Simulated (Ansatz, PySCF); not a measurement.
Molecule: CaF (charge +1, singlet). 
Coordinates optimised at B3LYP-D3(BJ)/def2-TZVP (Ansatz, a quantum-chemistry and plane-wave program):
SMILES: [F][Ca+]
```xyz
2

Ca     0.0000     0.0000    -0.5840
F      0.0000     0.0000     1.2977
```
Charge +1, spin multiplicity 1.

Total electronic energies in hartree. Cores are frozen in the correlated levels unless marked. Spin-orbit coupling is left out. The frozen core is the preceding noble-gas configuration, with the filled d and f shells of earlier blocks. The outer core of K, Ca and their heavier congeners is not correlated, a term that matters for these elements. Non-relativistic. CBS(X,Y): correlation extrapolated as X^-3; Hartree-Fock from the larger set. [CCSD(T)-MP2]/basis is that difference in the basis named.

| level | program | energy (Eh) |
|---|---|---|
| HF/6-31G* | Ansatz | -776.02320 |
| BLYP/def2-TZVPD | Ansatz | -777.32343 |
| BP86-D3(BJ)/def2-TZVPD | PySCF + dftd3 | -777.38653 |
| PBE0-D3(BJ)/def2-TZVPD | Ansatz + dftd3 | -777.04505 |
| HSE06-D3(BJ)/def2-TZVPD | Ansatz + dftd3 | [?] |
| B2PLYP-D3(BJ)/def2-TZVPD | Ansatz + dftd3 | -777.06391 |
| MP2/def2-QZVPP | Ansatz | -776.42933 |
| MP2/def2-QZVPPD | Ansatz | -776.42999 |
| MP2/CBS(def2-TZVPPD,def2-QZVPPD) | Ansatz | -776.4483 |
| RI-MP2/def2-QZVPP | Ansatz | -776.42916 |
| CCSDT(Q)/def2-SVP | Ansatz | -776.10309 |
| RI-MP2/CBS(def2-TZVPPD,def2-QZVPPD)+[CCSD(T)-MP2]/def2-SVPD | Ansatz | -776.4509 |
| RI-MP2/CBS(def2-TZVPP,def2-QZVPP)+[CCSD(T)-MP2]/def2-TZVPP | Ansatz | -776.4531 |
| RI-MP2/CBS(def2-TZVPPD,def2-QZVPPD)+[CCSD(T)-MP2]/def2-QZVPPD | Ansatz | -776.4519 |
| CCSD(T)/CBS(def2-TZVPPD,def2-QZVPPD) | Ansatz | -776.4516 |

Q: Fill in the missing entries.

A: 
- HSE06-D3(BJ)/def2-TZVPD, energy (Eh): -777.03268
